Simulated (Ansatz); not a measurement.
## Pulling the pair apart

The pair of HBr (SMILES Br, atoms 1–2) and H2Te (SMILES [TeH2], atoms 3–5), both closed shells, in one local arrangement (a lower one may exist), relaxed at PBE0-D4/def2-TZVP:

Br1  (0.039, -0.158, -2.777)
H2  (-0.253, -0.072, -1.365)
Te3  (-0.697, 0.089, 1.261)
H4  (0.485, 1.243, 1.374)
H5  (0.426, -1.103, 1.507)
(Å)

H2Te is shifted rigidly along the line between the mean atom positions of the two fragments (negative: closer). Counterpoise interaction energies in kJ/mol. Program: Ansatz 0.2.0. Basis: def2-TZVPPD. Cores are frozen in the correlated methods. Filled d shells of the heavier atoms are correlated. Core potentials replace the inner electrons of the atoms past krypton. The def2 sets are not built for correlating such inner shells, so the correlated values are less sure here. B3LYP uses VWN-RPA correlation.

```json
{"shift (Å)": "-0.27", "MP2": "-6.9", "PBE0-D4": "-14.1", "B3LYP-D4": "-11.0"}
{"shift (Å)": "-0.13", "MP2": "-10.4", "PBE0-D4": "-16.4", "B3LYP-D4": "-14.1"}
{"shift (Å)": "0.00", "MP2": "-12.1", "PBE0-D4": "-17.0", "B3LYP-D4": "-15.2"}
{"shift (Å)": "0.13", "MP2": "-12.5", "PBE0-D4": "-16.6", "B3LYP-D4": "-15.2"}
{"shift (Å)": "0.32", "MP2": "-12.0", "PBE0-D4": "-15.0", "B3LYP-D4": "-14.0"}
{"shift (Å)": "0.67", "MP2": "-9.6", "PBE0-D4": "-11.3", "B3LYP-D4": "-10.6"}
{"shift (Å)": "1.33", "MP2": "-5.2", "PBE0-D4": "-5.7", "B3LYP-D4": "-5.1"}
{"shift (Å)": "2.67", "MP2": "-1.5", "PBE0-D4": "-1.5", "B3LYP-D4": "-1.2"}
```

(1) What does CCSD(T) give at these shifts? (Judge from chemistry; the value comes from the calculation.)

T1 diagnostic: at most 0.009.

## Answers

(1) Computed: -1.3, -5.9, -8.4, -9.6, -9.8, -8.3, -4.7, -1.4 kJ/mol. For zero shift, CCSD(T) at an estimated basis limit (MP2 extrapolated from triple and quadruple zeta, plus CCSD(T) − MP2 in triple zeta) gives -11.8 kJ/mol. These are counterpoise interaction energies, counted from the two frozen fragments.

For scale, one of the runs: CCSD(T)/def2-TZVPPD, 167 basis functions, launched by `ansatz run in.yaml --threads 4 --pin off --events-out ev --progress --plain --max-ram 9574MiB`. The run took 43 s on 4 CPU threads of an Arm Neoverse V1 (shared host), with 1.5 GiB of host memory at its peak.
